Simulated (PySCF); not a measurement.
## Spinor energies of Pd²¹⁺ (palladium, charge +21)

Start: [Ar] 3d7; 3d3/2 filled at m_j = -3/2, -1/2, +1/2, +3/2; 3d5/2 filled at m_j = +1/2, +3/2, +5/2. Calculated with PySCF 2.14 in an uncontracted even-tempered set (17 s from 2.5 bohr⁻², ratio 2.8; 12 p from 3.2 bohr⁻², ratio 2.8; 8 d from 3.2 bohr⁻², ratio 2.8; 4 f from 13 bohr⁻², ratio 3): generalised Hartree-Fock with the X2C-1e Hamiltonian and a Gaussian nucleus; one run each with spin-orbit coupling (SO) switched off, then screened by Boettger's factors.

```tsv
spinor shell	electrons	ε, spin-free (eV)	ε, screened SO (eV)	weight of nominal j (screened SO)	rms radius, screened SO (bohr)
1s1/2	2	-25196.8	-25194.8	1.000	0.0365
2s1/2	2	-4363.7	-4362.8	1.000	0.149
2p1/2	2	-3981.1	-4094.4	0.999	0.130
2p3/2	4	-3981.1	-3927.8	1.000	0.134
3s1/2	2	-1327.7	-1327.4	1.000	0.390
3p1/2	2	-1197.0	-1224.8	0.966	0.381
3p3/2	4	-1197.0	-1183.8	0.983	0.391
3d3/2	4	-1011.5	-1015.8	0.751	0.357
3d5/2	3	-1011.5	-1006.7	0.735	0.359
```

```csv
quantity,spin-free,screened SO
E (hartree),-4818.71488,-4819.75320
M_J,9/2,9/2
⟨J²⟩,24.751,24.751
⟨L²⟩,12.001,13.092
⟨S²⟩,3.750,3.369
```

Each row is a mean over spinors that exchange with the open shell spreads, by up to 27.194 eV (3p3/2).

Rows whose weight is well below 1 are mixtures of j = l ± 1/2: exchange outweighs spin-orbit coupling there, and the label is only the starting occupation.

Breit and QED terms are absent; they matter most for the inner s and p1/2 levels.

Densities and radii are taken from the X2C orbitals without a picture-change correction, which distorts them close to the nucleus.

Without spin-orbit coupling the j labels of p, d and f shells carry no meaning; the spin-free column gives the mean over the occupied spinors of each nl shell.
